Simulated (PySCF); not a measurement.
Method: PBE-D3(BJ)/def2-TZVP // PBE-D3(BJ)/def2-SVP run with PySCF. Gas-phase values, no solvent. One relaxed conformer stands for a flexible species; it need not be the lowest. 

Reference species: [Ta(F)5] (neutral, multiplicity 1).

```
Property                                                         Value
------------------------------------------------------------  --------
HOMO–LUMO gap                                                  6.63 eV
mean distance from the central atom to its bonded neighbours   1.881 Å
coordination number                                                  5
LUMO                                                          -3.53 eV
```

Changed species: [Ta(F)2(NH2)3] (3 of 5 F replaced by NH2; the reference has 0 of 5 F replaced by NH2).

**Question.** What does the change do to the HOMO–LUMO gap, mean distance from the central atom to its bonded neighbours, coordination number and LUMO?

**Answer.** the HOMO–LUMO gap decreases by 2.96 eV, to 3.67 eV; the mean distance from the central atom to its bonded neighbours increases by 0.089 Å, to 1.970 Å; the coordination number hardly moves; the LUMO rises by 1.21 eV, to -2.32 eV.
